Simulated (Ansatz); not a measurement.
Cost and result up the ladder for Ta2O7H4 (13 atoms). Total charge 0; singlet. Geometry: PBE-D4/def2-SVP.

```xyz
13

Ta    0.847   -1.844    0.566
Ta   -0.482    1.424   -0.444
O     1.690    0.965   -0.302
O    -0.960    1.922   -2.034
O     2.135   -2.362   -0.450
O    -0.705   -0.598   -0.511
O    -1.787    2.100    0.768
O     1.221    0.143    0.916
O     1.304    2.301   -0.052
H    -2.599    2.624    0.656
H    -0.446   -2.896   -0.121
H     1.074   -2.697    2.136
H    -1.291   -1.081   -1.126
```

Ansatz on 4 threads of Arm Neoverse N1 on a shared host. Times are rough, and most runs start from the orbitals of an earlier one. No level here is sound enough to serve as a yardstick. Binding counts from free atoms at the same level (Ta quartet, O triplet, H doublet; other spins of the atoms weren't run), without zero-point energy or a counterpoise term.

In the def2 sets Ta takes a core potential; there is no spin–orbit coupling. HSE06 is defined as in plane-wave codes, on full-range PBE exchange. The structure holds 2 bonds between oxygen atoms, so isomers without such links may lie far lower. No other spin state of charge 0 was run. Another isomer (singlet) lies 4.39 eV lower at PBE0-D4/def2-TZVP; other spin states weren't run for this one.

Run but left out: MP2/def2-TZVP (restricted singlet, unstable towards broken spin symmetry).

```csv
level,functions,wall time
PBE-D4/def2-TZVP (with forces),321,11 s
PBE0-D4/def2-TZVP,321,17 s
HSE06-D4/def2-TZVP,321,18 s
r2SCAN-D4/def2-TZVP,321,19 s
r2SCAN0-D4/def2-TZVP,321,27 s
```

(1) Estimate what each level gives for the binding energy per atom (eV).

## Answers

(1) 
| level | binding energy per atom (eV) | remarks |
| --- | --- | --- |
| PBE-D4/def2-TZVP (with forces) | 4.61 | restricted SCF unstable in HF |
| PBE0-D4/def2-TZVP | 4.29 | restricted SCF unstable in HF |
| HSE06-D4/def2-TZVP | 4.29 | restricted SCF unstable in HF |
| r2SCAN-D4/def2-TZVP | 4.44 | restricted SCF unstable in HF |
| r2SCAN0-D4/def2-TZVP | 4.15 | restricted SCF unstable in HF |
